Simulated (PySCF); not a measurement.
**Orbital picture of CsI**

RHF at R = 3.336 Å; basis Cs def2-TZVPP with ECP46, I def2-TZVPP with ECP28; scalar-relativistic core potentials; PySCF 2.14. State: ¹Σ⁺ (singlet), closed shell. Only the outer orbitals are listed, counted within each symmetry, core potentials removing the inner ones.

```csv
orbital,occ.,ε (eV),on Cs (%),main shells (%)
4σ,2,-35.98,100,100 Cs s
5σ,2,-21.06,9,"91 I s, 8 Cs p"
3π,2,-18.72,100,100 Cs p
3π,2,-18.72,100,100 Cs p
6σ,2,-18.45,91,91 Cs p
7σ,2,-7.83,5,95 I p
4π,2,-7.64,2,98 I p
4π,2,-7.64,2,98 I p
8σ,0,-0.30,100,"74 Cs s, 26 Cs p"
5π,0,0.47,100,"73 Cs p, 27 Cs d"
5π,0,0.47,100,"73 Cs p, 27 Cs d"
```

Task: Which are the highest filled and the lowest empty level, where do they sit, and how wide is the gap?

Result: Highest filled 4π at -7.64 eV (in %: 98 I p); lowest empty 8σ at -0.30 eV (in %: 74 Cs s, 26 Cs p); the gap at RHF is 7.34 eV.

The bond order (Mayer) is 0.34, the ⟨S²⟩ is 0.000 and the charge on Cs (Mulliken, basis-dependent) is 0.82. The charge on Cs (Löwdin, basis-dependent) is 0.48, the dipole moment (positive dipole means Cs(−)I(+)) is -12.38 D and the polarisability along the bond is 79.8 bohr³. The polarisability across the bond is 52.8 bohr³.

Spin–orbit coupling is left out.
